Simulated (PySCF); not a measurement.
# Stretching RuI

Set-up: Ru def2-TZVPP with ECP28, I def2-TZVPP with ECP28; scalar-relativistic core potentials (PySCF 2.14). Energies in eV from Ru (4d7 5s1) + I in their ground configurations at the same level. State: quartet, unpaired electrons σ ↑, π ↑, δ ↑.

| R (Å) | PBE |
| --- | --- |
| 2.203 | -2.105 |
| 2.305 | -2.642 |
| 2.407 | -2.908 |
| 2.484 | -2.987 |
| 2.561 | -2.993 |
| 2.638 | -2.947 |
| 2.740 | -2.830 |
| 2.868 | -2.630 |
| 3.022 | -2.352 |
| 3.227 | -1.972 |

Problem. Put a parabola through the three lowest points of the PBE curve and estimate Re, k and ωe (reduced mass 56.52 u; 1 eV/Å² = 0.16022 mdyn/Å; ωe = 1302.8·√(k/μ) cm⁻¹).

Solution. Through R = 2.484, 2.561, 2.638 Å the second-order coefficient is 4.39 eV/Å², so Re ≈ 2.531 Å, k ≈ 1.41 mdyn/Å and ωe ≈ 205 cm⁻¹. A polynomial fit of higher order to the unrounded PBE energies gives Re = 2.529 Å, k = 1.61 mdyn/Å, ωe = 220 cm⁻¹; anharmonicity and rounding make the difference.

The higher-order fit for each curve: PBE: Re = 2.529 Å, ωe = 220 cm⁻¹, De = 3.00 eV.

The metal atom is held in its measured ground configuration; semilocal functionals can put another filling of s and d lower by some tenths of an eV, and De to that atom would be smaller. Spin–orbit coupling is left out, which matters for elements this heavy, above all for dissociation energies. The state is the lowest single determinant that the PBE0 search found; with open d or f shells the true ground state can be another one.
